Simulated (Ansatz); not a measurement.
Mulliken charges of H6S2SiSn (`S[SiH2][SnH2][SH]`) from r2SCAN/def2-TZVPP in Ansatz (PBE0-D4/def2-TZVP geometry).

```tsv
atom	x (Å)	y (Å)	z (Å)	charge (e)
S1	-2.185	1.150	0.423	-0.267
Si2	-0.131	1.152	1.001	0.202
Sn3	0.838	-1.057	0.124	0.557
S4	-0.328	-1.374	-1.980	-0.404
H5	-1.947	0.440	-0.703	0.130
H6	0.633	2.293	0.427	-0.067
H7	-0.081	1.255	2.482	-0.059
H8	2.516	-1.071	-0.200	-0.110
H9	0.400	-2.425	1.040	-0.102
H10	0.368	-0.414	-2.612	0.120
```

Question: By hand: the dipole of these point charges (1 e Å = 4.8032 D).

Answer: Σ q r = (0.592, 0.037, 0.294) e Å, of length 0.662 e Å = 3.18 D.

Question: How does the dipole of the full density compare? (An estimate is asked.)

Answer: The calculation gave: (0.366, 0.081, 0.108) e Å, 1.87 D; the point charges give 1.70 times that, at 13° from its direction.

Point charges leave out the atoms' own dipoles, such as those of lone pairs, and Mulliken's split depends on the basis, so the two needn't agree.
